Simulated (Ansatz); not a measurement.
Start from `NB(F)[SeH]` and change one atom or group to get `COB(N)F`.

Ansatz, PBE0-D4/def2-TZVP geometries, multiplicity 1. Each molecule was computed in one conformer, which needn't be the lowest.

Scalar relativity is left out up to krypton.

| property | `NB(F)[SeH]` |
| --- | --- |
| HOMO–LUMO gap (B3LYP/def2-TZVPP) / eV | 6.62 |
| size of the dipole moment (B3LYP/def2-TZVPP) / D | 2.01 |
| HOMO–LUMO gap (PBE/def2-TZVPP) / eV | 5.14 |
| HOMO–LUMO gap (PBE0/def2-TZVPP) / eV | 7.18 |
| LUMO energy (ωB97M-V/def2-TZVPP) / eV | 1.80 |
| LUMO energy (B3LYP/def2-TZVPP) / eV | -0.13 |

Q: Give the same properties after the change, and the shifts. (Estimate.)

A: Ansatz gave: 
| property | `COB(N)F` | shift |
| --- | --- | --- |
| HOMO–LUMO gap (B3LYP/def2-TZVPP) / eV | 8.00 | 1.38 |
| size of the dipole moment (B3LYP/def2-TZVPP) / D | 0.81 | -1.20 |
| HOMO–LUMO gap (PBE/def2-TZVPP) / eV | 6.31 | 1.17 |
| HOMO–LUMO gap (PBE0/def2-TZVPP) / eV | 8.61 | 1.43 |
| LUMO energy (ωB97M-V/def2-TZVPP) / eV | 2.19 | 0.39 |
| LUMO energy (B3LYP/def2-TZVPP) / eV | 0.57 | 0.70 |

With PBE0 the HOMO falls by 0.68 eV and the LUMO rises by 0.74 eV, so the gap widens by about 1.42 eV. PBE moves the HOMO by -0.36 eV and ωB97M-V by -0.90 eV. Dipoles are sizes alone; their direction can turn.

B3LYP here is the variant with VWN-RPA as its local correlation; programs differ in this.

Spin–orbit coupling is left out; it splits and shifts lone-pair levels of the heavy atoms by tenths of an eV.
